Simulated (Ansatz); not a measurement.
```yaml
crystal:
  periodic: [false, false, false]
  atoms:
    - {symbol: O, position_ang: [0.139627, -2.579298, 0.178128]}
    - {symbol: C, position_ang: [0.493323, -1.496478, 0.070473]}
    - {symbol: B, position_ang: [0.891414, -0.098579, -0.064220]}
    - {symbol: Ge, position_ang: [-0.679116, 0.970554, -0.030390]}
    - {symbol: H, position_ang: [2.023514, 0.239966, -0.172418]}
    - {symbol: H, position_ang: [-0.714163, 2.498021, -0.143535]}
    - {symbol: H, position_ang: [-2.093399, 0.397913, 0.116263]}
basis:
  gaussian: {orbitals: aug-cc-pVDZ}
hamiltonian: {xc: {name: TPSS}}
output: {forces: true}
```

```sh
$ ansatz run in.yaml --threads 2 --pin off --events-out ev --progress --plain --max-ram 4352MiB
```

It prints (some lines left out):

```
Error: YAML parse error: error: line 13 column 19: hamiltonian.xc: no functional is named "TPSS"; the names, which are not case-sensitive, are SVWN5, SPW92, PBE, PBE0, PBEsol, revPBE, revPBE0, RPBE, rPW86-PBE, HSE06, wPBEh, LC-wPBE, HISS, HF, BLYP, B3LYP, B3LYP5, BHLYP, CAM-B3LYP, r2SCAN, r2SCANh, r2SCAN0, r2SCAN50, m-r2SCAN, B97, wB97, wB97X, wB97X-V, B97M-V, wB97M-V, B2PLYP, B2GP-PLYP, PBE0-DH, PBE-QIDH
11 | basis:
12 |   gaussian: {orbitals: aug-cc-pVDZ}
13 | hamiltonian: {xc: {name: TPSS}}
14 | output: {forces: true}
```

Task: Something in this input is off. What?

Result: The method's name isn't one that the program takes here. The input was rejected before any iteration.

HSE06 is defined as in plane-wave codes.
